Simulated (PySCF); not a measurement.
C3, SMILES C(=[C])=[C] (connectivity only; charge and spin as stated), neutral, multiplicity 1. Geometry: PBE0-D3(BJ)/def2-TZVP. The isomer is the one that the SMILES or the coordinates give; other isomers of the formula were not compared.

All values below come from PySCF with PBE0-D3(BJ)/def2-TZVP.

Harmonic wavenumbers (cm⁻¹): 83, 83, 1249, 2157. Rotational constants (GHz): 12.68 (linear); symmetry number 2.

**Question.** Work out the zero-point energy and the ideal-gas rigid-rotor harmonic-oscillator thermochemistry at 298.15 K and 1 atm.

**Answer.** ZPE = ½ Σ hcν = ½ × 3573 cm⁻¹ = 5.11 kcal/mol. H − E(el) = 8.15 kcal/mol. Entropy in cal/(mol K): translation 36.68, rotation 12.92, vibration 7.66, total 57.25. G − E(el) = -8.92 kcal/mol. Cp = 11.06 cal/(mol K). Modes under 150 cm⁻¹ make the vibrational entropy uncertain.
